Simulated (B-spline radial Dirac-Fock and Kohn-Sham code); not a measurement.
Dipole and non-dipole photoemission parameters of Rb⁺ 3p3/2

System: the Rb⁺ ion, configuration [Ar] 3d10 4s2 4p6; threshold 243.0 eV (orbital energy of the model). The computed values come from a radial atomic solver: Dirac-Hartree-Slater photoionisation with a Latter tail; cross sections with all multipoles, angular parameters from the dipole term and its interference with E2.

```csv
hν (eV),σ (kb),β,γ,δ
400,415,1.135,0.215,0.030
581,283,1.478,0.062,0.004
601,271,1.495,0.049,0.003
651,242,1.530,0.020,0.002
692,221,1.552,0.003,0.001
712,212,1.562,-0.004,0.001
761,191,1.580,-0.016,0.001
800,176,1.592,-0.022,0.001
1140,93.5,1.631,0.010,0.004
1253.6,?,?,?,?
1680,41.8,1.611,0.167,0.009
2250,21.4,1.565,0.347,0.015
3810,5.63,1.430,0.751,0.035
4000,4.94,1.414,0.792,0.038
4460,3.67,1.378,0.882,0.045
7400,0.856,1.180,1.299,0.093
8047.8,0.665,1.144,1.366,0.103
9251.7,0.434,1.081,1.474,0.123
11600,0.214,0.975,1.638,0.162
11800,0.203,0.966,1.650,0.166
```

Q: Give the values at Mg Kα (1253.6 eV).

A: σ = 77.5 kb, β = 1.631, γ = 0.038, δ = 0.005.
